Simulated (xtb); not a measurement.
yttrium atom (Y), doublet (GFN-xTB shapes and energies of metal compounds can be far from the true ones); GFN1-xTB (xtb 6.7.1).

Input for xtb:
```
$ xtb mol.xyz --gfn 1 --uhf 1 --etemp 1000 --json

# file mol.xyz
1

Y      0.00000000     0.00000000     0.00000000
```

What the program printed (banner, timings and long lists left out):

```
   ID    Z sym.   atoms
    1   39 Y      1

           -------------------------------------------------
          |                Calculation Setup                |
           -------------------------------------------------

           -------------------------------------------------
          |                 G F N 1 - x T B                 |
           -------------------------------------------------

          ...................................................
          :                      SETUP                      :
          :.................................................:
          :  # basis functions                  10          :
          :  # atomic orbitals                   9          :
          :  # shells                            3          :
          :  # electrons                         3          :
          :  # halogen bonds                     0          :
          :  max. iterations                   250          :
          :  Hamiltonian                  GFN1-xTB          :
          :  restarted?                      false          :
          :  GBSA solvation                  false          :
          :  PC potential                    false          :
          :  electronic temp.         1000.0000000     K    :
          :  accuracy                    1.0000000          :
          :  -> integral cutoff          0.2500000E+02      :
          :  -> integral neglect         0.1000000E-07      :
          :  -> SCF convergence          0.1000000E-05 Eh   :
          :  -> wf. convergence          0.2000000E-04 e    :
          :  Broyden damping             0.4000000          :
          :  net charge                          0          :
          :  unpaired electrons                  1          :
          ...................................................

 iter      E             dE          RMSdq      gap      omega  full diag
   1     -0.8615238 -0.861524E+00  0.790E-07    0.00       0.0  T
   2     -0.8615238  0.111022E-15  0.632E-07    0.00       0.0  T
   3     -0.8615238  0.000000E+00  0.487E-07    0.00       0.0  T

   *** convergence criteria satisfied after 3 iterations ***

         :::::::::::::::::::::::::::::::::::::::::::::::::::::
         ::                     SUMMARY                     ::
         :::::::::::::::::::::::::::::::::::::::::::::::::::::
         :: total energy              -0.861523824603 Eh    ::
         :: gradient norm              0.000000000000 Eh/a0 ::
         :: HOMO-LUMO gap              0.000000000000 eV    ::
         ::.................................................::
         :: SCC energy                -0.861523824603 Eh    ::
         :: -> electrostatic           0.000000000000 Eh    ::
         :: repulsion energy           0.000000000000 Eh    ::
         :: dispersion energy          0.000000000000 Eh    ::
         :: halogen bond corr.         0.000000000000 Eh    ::
         :: add. restraining           0.000000000000 Eh    ::
         :: total charge              -0.000000000133 e     ::
         :::::::::::::::::::::::::::::::::::::::::::::::::::::

           -------------------------------------------------
          |                Property Printout                |
           -------------------------------------------------

    * Orbital Energies and Occupations

         #    Occupation            Energy/Eh            Energy/eV
      -------------------------------------------------------------
         1        2.0000           -0.3214938              -8.7483
         2        0.2000           -0.2106128              -5.7311 (HOMO)
         3        0.2000           -0.2106128              -5.7311 (LUMO)
         4        0.2000           -0.2106128              -5.7311
         5        0.2000           -0.2106128              -5.7311
         6        0.2000           -0.2106128              -5.7311
         7                         -0.0308163              -0.8386
         8                         -0.0308163              -0.8386
         9                         -0.0308163              -0.8386
      -------------------------------------------------------------
                  HL-Gap            0.0000000 Eh            0.0000 eV
             Fermi-level           -0.2418023 Eh           -6.5798 eV

  Mulliken/CM5 charges         n(s)   n(p)   n(d)
     1Y    -0.00000 -0.00000   2.000  0.000  1.000

Wiberg/Mayer (AO) data.
largest (>0.10) Wiberg bond orders for each atom

 ---------------------------------------------------------------------------
     #   Z sym  total        # sym  WBO       # sym  WBO       # sym  WBO
 ---------------------------------------------------------------------------
     1  39 Y    0.000
 ---------------------------------------------------------------------------

 dipole moment from electron density (au)
     X       Y       Z
   0.0000   0.0000   0.0000  total (Debye):    0.000

           -------------------------------------------------
          | TOTAL ENERGY               -0.861523824603 Eh   |
          | GRADIENT NORM               0.000000000000 Eh/α |
          | HOMO-LUMO GAP               0.000000000000 eV   |
           -------------------------------------------------

normal termination of xtb
```
